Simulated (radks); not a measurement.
Problem. Bi II, configuration [Hg] 6p2. Method: Dirac Kohn-Sham, PBEsol, spin-unpolarised, spherical densities, finite nucleus; open shells are shared between the two j in proportion to 2j + 1; Fermi nuclear charge, rms radius 5.5211 fm; computed with a radial shooting solver on a logarithmic mesh with Libxc functionals.

Spin-orbit splittings of the eigenvalues, e(l+1/2) - e(l-1/2), with zeta = 2 splitting/(2l+1) and mean radii in bohr:

shell  occ.  splitting (eV)  zeta (eV)  <r> j=l-1/2  <r> j=l+1/2
2p        6            2318       1545      0.05389      0.06294
3p        6               ?          ?       0.1616       0.1780
3d       10           110.1      44.03       0.1545       0.1595
4p        6           128.0      85.33       0.3778       0.4126
4d       10           23.90      9.558       0.4162       0.4273
4f       14           5.492      1.569       0.4381       0.4442
5p        6           24.73      16.49       0.8851       0.9750
5d       10           3.014      1.206        1.208        1.251
6p        2           2.337      1.558        2.562        2.882

Estimate the 3p splitting.

Solution. 519.0 eV (zeta = 346.0 eV).
